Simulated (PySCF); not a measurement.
**Stretching MgGa⁺**

Set-up: basis Mg def2-SVPD, Ga def2-SVPD; no relativity; PySCF 2.14. Energies in eV from Mg + Ga⁺ in their ground configurations at the same level. State: ¹Σ⁺ (singlet), closed shell.

All columns are PBE0. A positive dipole points towards Ga; it is taken about the centre of mass and depends on that origin.

```
R (Å)  E (eV)  μ (D)  Mulliken charge on Mg (basis-dependent)  HOMO (eV)  LUMO (eV)  Mayer bond order  ⟨S²⟩
2.692  -0.829  -4.38                                     0.39     -10.68      -7.27              0.86  0.00
2.817  -0.953  -4.30                                     0.39     -10.63      -7.15              0.83  0.00
2.942  -1.021  -4.17                                     0.39     -10.58      -7.06              0.80  0.00
3.036  -1.045  -4.06                                     0.39     -10.52      -7.01              0.78  0.00
3.130  -1.051  -3.93                                     0.39     -10.46      -6.97              0.77  0.00
3.224  -1.043  -3.79                                     0.39     -10.40      -6.94              0.75  0.00
3.349  -1.018  -3.58                                     0.38     -10.30      -6.91              0.73  0.00
3.506  -0.969  -3.29                                     0.38     -10.18      -6.91              0.69  0.00
3.693  -0.896  -2.92                                     0.36     -10.02      -6.94              0.66  0.00
3.944  -0.788  -2.40                                     0.34      -9.80      -7.00              0.60  0.00
```

A fit through these points gives, at Re = 3.121 Å, μ = -3.94 D and dμ/dR = 1.44 D/Å; the reduced mass is 17.79 u.

**Question.** How strong is the fundamental in the double-harmonic approximation, I = 42.26·(dμ/dR)²/μred km/mol?

**Answer.** I = 42.26·(1.44)²/17.79 = 4.93 km/mol at PBE0.

Closed-shell solutions of metal pairs were not tested for spin polarisation, which can lower them a little. For an ion De counts to the pair picked by the measured ionisation energies or electron affinities, which need not be the lowest pair at this level.
